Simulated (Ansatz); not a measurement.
Ansatz (an electronic-structure program) input (B3LYP-D3(BJ)/def2-TZVP):

Ansatz 0.2 input:
```yaml
crystal:
  periodic: [false, false, false]
  atoms:
    - {symbol: Au, position_ang: [-0.04862389, 0.48765825, -0.43594964]}
    - {symbol: Cl, position_ang: [-0.23351586, 2.10153629, -1.87742728]}
    - {symbol: O, position_ang: [0.24804415, -1.71420618, 1.53160890]}
    - {symbol: C, position_ang: [0.12259861, -0.87525586, 0.78337178]}
basis:
  gaussian:
    orbitals: def2-TZVP
hamiltonian:
  xc: b3lyp
  dispersion: d3bj
relax: {f_tol: 0.002, max_steps: 150}
```

Output:

```
Functional definition: B3LYP
integrals: 0.06 GiB planned
984 factors; their error is unknown
mean field: 0.52 GiB planned
mean field evaluation 1: about -19302.6119 eV, gradient 4.0e1 eV
mean field evaluation 2: about -19293.4895 eV, gradient 8.2e1 eV
mean field evaluation 4: about -19305.2678 eV, gradient 1.9e0 eV
mean field evaluation 8: about -19305.3394 eV, gradient 1.7e-1 eV
mean field evaluation 16: about -19305.3394 eV, gradient 4.9e-5 eV
mean field -19305.33939422 eV, -709.4581371086 hartree, gradient 4.9e-5 eV, S^2 0.000000; 0 other end points of the search recorded, 0 dependent functions left out
the calculation of the forces begins
reference -19305.33961501 eV, -709.4581452224 hartree; 25, 25 occupied and 114, 114 virtual orbitals, 984 factors
relax step   1: F+E_penalty+E_count = -19305.52449659 eV  Δ(F+E_penalty+E_count) = +0.000e0 eV  max|allowed force component| = 1.199e0 eV/Å  Δτ_max = 0.0000 Å  (28 SCF iters, accepted)
these checks for a lower state are left out or cut short: starts, cluster_reference, orbital_swaps, neighbouring_geometries, increment
integrals: 0.06 GiB planned
984 factors; their error is unknown
mean field: 0.52 GiB planned
mean field -19305.44942312 eV, -709.4621805960 hartree, gradient 1.7e-5 eV, S^2 0.000000; 0 other end points of the search recorded, 0 dependent functions left out
the calculation of the forces begins
reference -19305.44964568 eV, -709.4621887749 hartree; 25, 25 occupied and 114, 114 virtual orbitals, 984 factors
relax step   2: F+E_penalty+E_count = -19305.63175394 eV  Δ(F+E_penalty+E_count) = -1.073e-1 eV  max|allowed force component| = 5.490e-1 eV/Å  Δτ_max = 0.0861 Å  (32 SCF iters, accepted)
these checks for a lower state are left out or cut short: starts, cluster_reference, orbital_swaps, neighbouring_geometries, increment
integrals: 0.06 GiB planned
984 factors; their error is unknown
mean field: 0.52 GiB planned
mean field -19305.45650748 eV, -709.4624409413 hartree, gradient 1.4e-5 eV, S^2 0.000000; 0 other end points of the search recorded, 0 dependent functions left out
the calculation of the forces begins
reference -19305.45673003 eV, -709.4624491201 hartree; 25, 25 occupied and 114, 114 virtual orbitals, 984 factors
relax step   3: F+E_penalty+E_count = -19305.63838962 eV  Δ(F+E_penalty+E_count) = -6.636e-3 eV  max|allowed force component| = 1.246e-1 eV/Å  Δτ_max = 0.0106 Å  (33 SCF iters, accepted)
these checks for a lower state are left out or cut short: starts, cluster_reference, orbital_swaps, neighbouring_geometries, increment
integrals: 0.06 GiB planned
984 factors; their error is unknown
mean field: 0.51 GiB planned
mean field evaluation 32: about -19305.3870 eV, gradient 7.1e-3 eV
mean field -19305.45711485 eV, -709.4624632618 hartree, gradient 1.1e-5 eV, S^2 0.000000; 0 other end points of the search recorded, 0 dependent functions left out
the calculation of the forces begins
reference -19305.45733735 eV, -709.4624714387 hartree; 25, 25 occupied and 114, 114 virtual orbitals, 984 factors
relax step   4: F+E_penalty+E_count = -19305.63889277 eV  Δ(F+E_penalty+E_count) = -5.032e-4 eV  max|allowed force component| = 1.243e-2 eV/Å  Δτ_max = 0.0072 Å  (33 SCF iters, accepted)
these checks for a lower state are left out or cut short: starts, cluster_reference, orbital_swaps, neighbouring_geometries, increment
integrals: 0.06 GiB planned
984 factors; their error is unknown
mean field: 0.52 GiB planned
mean field -19305.45712549 eV, -709.4624636531 hartree, gradient 1.2e-5 eV, S^2 0.000000; 0 other end points of the search recorded, 0 dependent functions left out
the calculation of the forces begins
reference -19305.45734801 eV, -709.4624718304 hartree; 25, 25 occupied and 114, 114 virtual orbitals, 984 factors
relax step   5: F+E_penalty+E_count = -19305.63889596 eV  Δ(F+E_penalty+E_count) = -3.196e-6 eV  max|allowed force component| = 3.127e-3 eV/Å  Δτ_max = 0.0009 Å  (34 SCF iters, accepted)
these checks for a lower state are left out or cut short: starts, cluster_reference, orbital_swaps, neighbouring_geometries, increment
integrals: 0.06 GiB planned
984 factors; their error is unknown
mean field: 0.52 GiB planned
mean field -19305.45712382 eV, -709.4624635916 hartree, gradient 4.6e-5 eV, S^2 0.000000; 0 other end points of the search recorded, 0 dependent functions left out
the calculation of the forces begins
reference -19305.45734634 eV, -709.4624717688 hartree; 25, 25 occupied and 114, 114 virtual orbitals, 984 factors
relax step   6: F+E_penalty+E_count = -19305.63889608 eV  Δ(F+E_penalty+E_count) = -1.157e-7 eV  max|allowed force component| = 3.186e-5 eV/Å  Δτ_max = 0.0001 Å  (20 SCF iters, accepted)
integrals: 0.06 GiB planned
984 factors; their error is unknown
mean field: 0.52 GiB planned
mean field evaluation 64: about -19305.4571 eV, gradient 1.6e-3 eV
mean field -19305.45712382 eV, -709.4624635916 hartree, gradient 4.6e-5 eV, S^2 0.000000; 1 other end points of the search recorded, 0 dependent functions left out
the calculation of the forces begins
reference -19305.45734634 eV, -709.4624717688 hartree; 25, 25 occupied and 114, 114 virtual orbitals, 984 factors
Total energy: -19305.63911859 eV, -709.4691517762 hartree
Atom 0 at    -0.040436     0.499715    -0.446183 Å, force     0.000022    -0.000026     0.000006 eV/Å
Atom 1 at    -0.249516     2.170649    -1.939294 Å, force    -0.000016     0.000023    -0.000012 eV/Å
Atom 2 at     0.241691    -1.754436     1.568051 Å, force    -0.000023     0.000030    -0.000025 eV/Å
Atom 3 at     0.136764    -0.916195     0.819030 Å, force     0.000017    -0.000027     0.000032 eV/Å
Dipole moment:     0.076363    -0.610264     0.545317 e Å
```
